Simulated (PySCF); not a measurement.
Dipole moment and polarisability of `O=[C](O)[GeH]1[CH2]C[CH2]1`

Species: C4H8GeO2.
SMILES with atom numbers: `[O:1]=[C:2]([OH:3])[GeH:4]1[CH2:5][CH2:6][CH2:7]1` (hydrogens: H8 on O3; H9 on Ge4; H10, H11 on C5; H12, H13 on C6; H14, H15 on C7)

Structure used (PBE0-D3(BJ)/def2-SVP), in Å, numbered top down from 1:
```
atom  x, y, z in Å
O1     1.8867    0.1631    1.4250
C2     1.9432    0.2195    0.2241
O3     3.0980    0.3708   -0.4382
Ge4    0.3328    0.0939   -0.9426
C5    -1.1388    1.0865   -0.0835
C6    -1.4769   -0.2147    0.6863
C7    -0.8565   -1.3053   -0.2225
H8     3.8023    0.4176    0.2335
H9     0.7034    0.2232   -2.4312
H10   -1.9114    1.3489   -0.8230
H11   -0.9150    1.9716    0.5273
H12   -2.5503   -0.3539    0.8995
H13   -0.9474   -0.2078    1.6514
H14   -0.4285   -2.1803    0.2850
H15   -1.5570   -1.6503   -0.9989
```

Level: CAM-B3LYP/def2-SVPD (PySCF), static field, nuclei fixed, core orbitals frozen in the response. The polarisability tensor in these axes (au):

```
x   97.23  3.33 -4.05
y    3.33 70.94 -1.03
z   -4.05 -1.03 82.57
```

Problem. Give the principal values, the mean and the anisotropy Δα = √{½[(α1 − α2)² + (α2 − α3)² + (α1 − α3)²]}.

Solution. Principal values 70.50, 81.53 and 98.71 au; mean 83.58 au = 12.39 Å³ = 13.78 × 10⁻⁴⁰ C²·m²/J; Δα = 24.62 au (29 % of the mean).

Problem. What is the dipole moment, and where does it point?

Solution. (-0.17, 0.03, -1.32) D, 1.33 D in size, pointing from the negative to the positive side. Measured along this direction, the outermost atoms are O1 at the negative end and H9 at the positive end.

Problem. Traceless (Buckingham) quadrupole moment about the centre of nuclear charge: eigenvalues?

Solution. -8.55, 0.45, 8.10 D·Å. The values depend on the origin, since the dipole doesn't vanish. The electronic extent ⟨r²⟩ about the same centre is 1041 bohr², a root-mean-square distance of 1.91 Å for the 80 electrons.

Problem. What depolarisation ratio follows for Rayleigh scattering of linearly polarised light, taking the static tensor?

Solution. ρ = 3Δα²/(45ᾱ² + 4Δα²) = 1818.9/(314354 + 2425.2) = 0.00574.

Problem. Give the principal axes and the span of the nuclei along them.

Solution. Largest value along (0.96, 0.12, -0.25), where the nuclei span 6.36 Å; middle along (0.25, -0.01, 0.97), 4.03 Å; least along (-0.12, 0.99, 0.05), 4.19 Å. The strongest response lies along the longest span, while the other two are in reverse order.

Problem. How large is μ²/3kT at 500 K beside α?

Solution. In Gaussian units μ²/3kT = 8.50 Å³ against 12.39 Å³, a ratio of 0.69; the Debye molar polarisation (4π/3)N_A(α + μ²/3kT) is 52.7 cm³/mol, leaving out the vibrational part.

Problem. Find the Langevin capture rate constant for O2+ (31.990 u) meeting this molecule (161.974 u), k = 2.342 × 10⁻⁹ cm³/s × √(α in Å³ / reduced mass in u).

Solution. The reduced mass is 26.71 u, so k = 1.59 × 10⁻⁹ cm³/s. The formula leaves out the permanent dipole, which adds to the capture rate.

The structure is a single PBE0-D3(BJ)/def2-SVP conformer in the gas phase; no vibrational or solvent corrections. The calculation is non-relativistic, for germanium too.
